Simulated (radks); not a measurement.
Values are calculated unless marked as measured or tabulated.
Initial-state core-level shifts of the tungsten ion W2+ when its valence configuration changes from [Xe] 4f14 5d4. Level of theory: scalar-relativistic Kohn-Sham, PBE, spin-unpolarised, spherical densities, finite nucleus; Fermi nuclear charge, rms radius 5.3658 fm (a radial shooting solver on a logarithmic mesh with Libxc functionals). Shifts are changes of the shell-averaged eigenvalues in eV (positive: less bound); the change of the density at the nucleus, which sets a Mossbauer isomer shift, is in e/bohr^3, on a base of 1.516e+06.

| valence | 1s | 3p | 3d | 4p | density at nucleus |
|---|---|---|---|---|---|
| 4f14 5d3.5 6p0.5 | -2.237 | -2.268 | -2.275 | -2.267 | +3.8 |
| 4f13 5d5 | -9.890 | -12.102 | -11.972 | -10.663 | +78.8 |
| 4f12 5d4 6s2 | -27.402 | -32.224 | -31.992 | -28.927 | +453.1 |
| 4f14 5d1.5 6s2 6p0.5 | -8.819 | -8.995 | -9.039 | -8.967 | +278.4 |
| 4f14 5d2.5 6s1 6p0.5 | -5.422 | -5.528 | -5.551 | -5.517 | +132.7 |
| 4f14 5d3 6s1 | -3.056 | -3.132 | -3.147 | -3.126 | +122.5 |
| 4f13 5d4 6s1 | -13.137 | -15.430 | -15.316 | -13.973 | +208.0 |
| 4f13 5d4 6p1 | -14.613 | -16.894 | -16.779 | -15.439 | +87.9 |
| 4f14 5d2 6s2 | -6.348 | -6.496 | -6.529 | -6.477 | +261.9 |
